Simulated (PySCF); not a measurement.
A mixed set of molecules. Theory: PySCF, TDDFT PBE0/def2-SVPD, vertical, gas phase, core orbitals frozen in the response. Geometries: PBE0-D3(BJ)/def2-SVP; one conformer of each isolated species. Triplets are in the Tamm–Dancoff approximation. Relativistic effects are left out although some hold elements past zinc.

Question: Rank by computed LUMO energy, lowest first.
A. `B(P)C=C`
B. `OC1=CC=C(CC(F)(F)F)C=C1`
C. `C#C[P@](C)(=N)CC(C)=O`
D. `C=CC1=NC1`
E. `CCC([SeH])CC`
F. `[NH2+]1[BH-]([O][GeH3])[NH2+][BH2-]1`

Answer: A (-2.11 eV), D (-1.72 eV), C (-0.98 eV), B (-0.60 eV), F (-0.04 eV), E (0.09 eV).

| SMILES | LUMO (eV) | S1 (eV) | first f ≥ 0.01 (nm) | gap (eV) | T1 (eV) | S1 mainly |
| --- | --- | --- | --- | --- | --- | --- |
| C=CBP | -2.11 | 4.10 | 303 | 5.00 | 2.97 | H→L (95%) |
| C=CC1=NC1 | -1.72 | 4.44 | 220 | 6.03 | 3.23 | H-1→L (98%) |
| C#C[P@](C)(=N)CC(C)=O | -0.98 | 4.38 | 268 | 5.83 | 3.80 | H-1→L (77%) |
| Oc1ccc(CC(F)(F)F)cc1 | -0.60 | 5.07 | 245 | 6.15 | 3.94 | H→L (81%) |
| [GeH3][O][BH-]1[NH2+][BH2-][NH2+]1 | -0.04 | 6.38 | 184 | 7.44 | 6.19 | H→L (95%) |
| CCC([SeH])CC | 0.09 | 4.89 | 223 | 6.52 | – | H→L (98%) |

H and L stand for HOMO and LUMO; a dash means that no computed state gives the value.
